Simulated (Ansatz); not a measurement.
Stepwise reaction of `[SnH4]` with hydrogen fluoride, as a gas-phase model of exchange steps in deposition or etching. ΔE in kJ/mol; ΔG adds harmonic PBE0-D4 terms to CCSD(T)/CBS, at 1 bar.

Isolated molecules relaxed with PBE0-D4/def2-TZVP in Ansatz; ΔE leaves out vibrations. CCSD(T)/CBS is the MP2 limit (def2-TZVPP, def2-QZVPP) plus CCSD(T) − MP2 in def2-TZVPP, frozen cores. This one scheme is used for every species. DFT in def2-TZVPP. B3LYP here is the variant with VWN-RPA as its local correlation; programs differ in this. Elements past krypton have def2 core potentials. For Sn outer-core shells are correlated without core-valence functions, which leaves a few kJ/mol of doubt a bond.

| step | reaction | PBE-D4 | B3LYP-D4 | ωB97M-V | CCSD(T)/CBS | ΔG(400 K) |
| --- | --- | --- | --- | --- | --- | --- |
| 1 | `[SnH4]` + H–F → `[F][SnH3]` + H₂ | -35.1 | -38.7 | -34.3 | -34.4 | -39.6 |
| 2 | `[F][SnH3]` + H–F → `[F][SnH2][F]` + H₂ | -43.3 | -44.6 | -41.3 | -41.7 | -43.8 |
| 3 | `[F][SnH2][F]` + H–F → `[F][SnH]([F])[F]` + H₂ | -31.7 | -31.9 | -30.1 | -30.6 | -30.2 |

Question: Give the row of step 4, `[F][SnH]([F])[F]` + H–F → `[F][Sn]([F])([F])[F]` + H₂. (Estimate.)

Answer: Ansatz gave: 
```
step                                                reaction  PBE-D4  B3LYP-D4  ωB97M-V  CCSD(T)/CBS  ΔG(400 K)
   4  `[F][SnH]([F])[F]` + H–F → `[F][Sn]([F])([F])[F]` + H₂    -3.0      -1.9     -0.9         -2.0        2.1
```

Question: By hand: ΔE of the 4 steps together at CCSD(T)/CBS.

Answer: (-34.4) + (-41.7) + (-30.6) + (-2.0) = -108.7 kJ/mol, or -27.2 kJ/mol a step.

In ΔE step 2 is the lowest and step 4 the highest. ΔG lies between -43.8 and 2.1 kJ/mol a step. PBE-D4 differs from CCSD(T)/CBS by -1.6 to -0.7 kJ/mol a step. Isolated molecules leave out the surface, adducts and barriers. Largest T1 diagnostic: 0.015.
